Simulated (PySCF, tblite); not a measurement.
Isomers of C5H8OSi, one GFN2-xTB conformer each. Single-point energies are computed at PBE0/pcSseg-1 (PySCF, gas phase, no added dispersion term), electronic only.

```csv
SMILES,GFN2-xTB relative energy (kJ/mol)
CC[Si@H]1C=CC1=O,223.3
C=C1CO[SiH2]C1=C,0.0
C=CCC([SiH3])=C=O,138.0
```

Conformers: `[CH3:1][CH2:2][Si@H:3]1[CH:4]=[CH:5][C:6]1=[O:7]` with C1–C2–Si3–C4 -162°; `[CH2:1]=[CH:2][CH2:3][C:4]([SiH3:5])=[C:6]=[O:7]` with C1–C2–C3–C4 119°, C2–C3–C4–Si5 -69°.

**Question.** What does PBE0/pcSseg-1 give for the same structures?

**Answer.** 
```tsv
SMILES	PBE0/pcSseg-1 E (Eh)	PBE0/pcSseg-1 (kJ/mol)	GFN2-xTB (kJ/mol)	point group
C=C1CO[SiH2]C1=C	-559.55521	0.0	0.0	Cs
CC[Si@H]1C=CC1=O	-559.53675	48.5	223.3	C1
C=CCC([SiH3])=C=O	-559.52382	82.4	138.0	C1
```

Both levels put the same isomer lowest; measured from each level's own lowest isomer, the values differ by up to 174.8 kJ/mol (CC[Si@H]1C=CC1=O: 223.3 against 48.5). As drawn, the lowest has an Si–O bond, which the highest lacks; the highest has a C=O bond and cumulated double bonds, which the lowest lacks.

**Question.** Which frontier levels, dipoles and rotational constants go with these structures?

**Answer.** 
```
           SMILES  HOMO (eV, PBE0/pcSseg-1)  LUMO (eV)  dipole (D)     A, B, C (MHz)
 C=C1CO[SiH2]C1=C                     -6.77      -1.47        1.44  3243, 2336, 1392
 CC[Si@H]1C=CC1=O                     -6.56      -1.62        3.36  3573, 1556, 1196
C=CCC([SiH3])=C=O                     -6.87      -1.01        1.78  2945, 1427, 1044
```

**Question.** What happens when harmonic zero-point energies from GFN2-xTB frequencies are added?

**Answer.** 
| SMILES | ZPE (kJ/mol) | electronic (kJ/mol) | with ZPE (kJ/mol) |
| --- | --- | --- | --- |
| C=C1CO[SiH2]C1=C | 292.1 | 0.0 | 0.0 |
| CC[Si@H]1C=CC1=O | 297.0 | 48.5 | 53.4 |
| C=CCC([SiH3])=C=O | 281.4 | 82.4 | 71.7 |

The zero-point energies span 15.6 kJ/mol. The order is unchanged.
